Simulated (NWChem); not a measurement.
Species: C$_{3}$H$_{4}$O$_{2}$Si; SMILES C#C[SiH2]C(=O)O

```xyz
10

C      0.9591     2.7469     0.1753
C      0.1998     1.8023     0.0668
Si    -0.9427     0.3839    -0.0961
C     -0.0604    -1.3163     0.1195
O     -0.6821    -2.3442     0.0359
O      1.2524    -1.2738     0.3618
H      1.6332     3.5800     0.2719
H     -1.9986     0.4432     0.9514
H     -1.5609     0.3658    -1.4499
H      1.5527    -2.1966     0.4460
```
Atoms are numbered in this order, from 1.

Computed with NWChem. Pople sets run with spherical d functions. Geometry: optimised at PBE0/def2-SVP. Atomic charges in e: unrestrained fits to the electrostatic potential beside Mulliken populations; buried atoms are poorly determined by the fit.

### Question
Estimate the computed values for Hartree-Fock/6-31G*. Quantities: ESP C1; Mulliken C1; ESP C2; Mulliken C2; ESP Si3; Mulliken Si3; ESP C4; Mulliken C4; ESP O5; Mulliken O5; relative RMS misfit of the potential (%).

### Answer
The ESP C1 comes out as -0.33 and the Mulliken C1 comes out as -0.19. The ESP C2 is -0.14. The Mulliken C2 is -0.31 and the ESP Si3 is 0.52. The Mulliken Si3 is 0.73, the ESP C4 is 0.71 and the Mulliken C4 is 0.51. The ESP O5 comes out as -0.62 and the Mulliken O5 is -0.55. The relative RMS misfit of the potential (%) is 23.
